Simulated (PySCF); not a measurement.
Structure problem from calculated spectra and properties.

Formula: C2H9BO2SSi.

| Property | Result |
| --- | --- |
| Triplet | lowest triplet excitation (Tamm–Dancoff): 6.06 eV [TDA CAM-B3LYP/def2-SVPD] |
| UV, first state | lowest singlet excitation: 6.40 eV (194 nm, f = 0.026) [TDDFT CAM-B3LYP/def2-SVPD] |
| NMR, other nuclei | isotropic shieldings of nuclei other than C and H, by class: 70 (1 B), 235 (2 O), 398 (1 Si), 742 (1 S) ppm [GIAO CAM-B3LYP/pcSseg-1] |
| Rotational structure | rotational constants A, B, C: 2.273, 1.304, 0.846 GHz [PBE0-D3(BJ)/def2-SVP] |
| Valence photoelectron | vertical ionisation energy: 9.39 eV [ΔSCF CAM-B3LYP/def2-SVPD] |
| 13C NMR | chemical shifts (computed TMS as zero) by class: 53.4 (2 C) ppm [GIAO CAM-B3LYP/pcSseg-1] |

Gas-phase values; electronic properties from PySCF, density fitting. Levels stand in brackets. Isolated species at its PBE0-D3(BJ)/def2-SVP geometry (one conformer only). NMR classes are plain means over equivalent atoms (diastereotopic ones count apart unless rotation or inversion swaps them), as if these changed places fast.

Question: What is the compound? Reason from the data.

Answer: Numbering: `[CH3:1][O:2][B:3]([O:4][CH3:5])[S:6][SiH3:7]`. 2 carbons fall into 1 class: methoxy carbon [C1/C5] (53.4 ppm, 2 C, up to 3.4 ppm apart in this geometry). The other shieldings belong to: 70 ppm, three-coordinate boron [B3]; 235 ppm, boron-bound oxygen [O2/O4]; 398 ppm, SiH3 silicon [Si7]; 742 ppm, sulfur bonded to B and Si [S6]. The first electron is taken from the HOMO, whose largest Löwdin shares are 0.67 on the sulfur bonded to B and Si, 0.10 on the SiH3 silicon and 0.08 on the three-coordinate boron. By its constants the optimised geometry is an asymmetric top. Structure: `COB(OC)S[SiH3]`. The assignments are read from this structure; whether some other isomer fits the data as well wasn't checked.

Conformer computed: `[CH3:1][O:2][B:3]([O:4][CH3:5])[S:6][SiH3:7]`: C1–O2–B3–O4 1°, O2–B3–O4–C5 -179°, O2–B3–S6–Si7 2°.
